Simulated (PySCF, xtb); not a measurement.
C3H3, SMILES C#C[CH2] (connectivity only; charge and spin as stated), charge +1, multiplicity 1.

Harmonic wavenumbers (cm⁻¹) from GFN2-xTB (xtb 6.7.1) at its own minimum, in rising order: 320, 322, 623, 708, 902, 927, 1148, 1306, 2099, 2968, 2988, 3204.

### Question
What does PBE0-D3(BJ)/def2-TZVP (PySCF 2.14.0) give at its own minimum? (An estimate is asked for; the answer gives what the named calculation found.)

### Answer
268, 324, 643, 913, 1027, 1126, 1160, 1466, 2148, 3114, 3217, 3374. Paired by order, the mean absolute difference is 114 cm⁻¹ and the zero-point energies are 25.0 and 26.8 kcal/mol.
